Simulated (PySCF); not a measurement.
A structure optimised at PBE0-D3(BJ)/def2-TZVPD, used in a PySCF frequency run:

```
Al
H 1 1.6465
H 1 1.6465 2 109.47
H 1 1.6465 2 109.47 3 -120.00
H 1 1.6465 2 109.47 3 120.00
```
Charge -1, spin multiplicity 1.

Problem. Write its SMILES, formula and point group.

Solution. [AlH4-], AlH4, Td

Problem. What are its rotational constants (standard atomic weights)?

Solution. 69.353, 69.353, 69.353 GHz
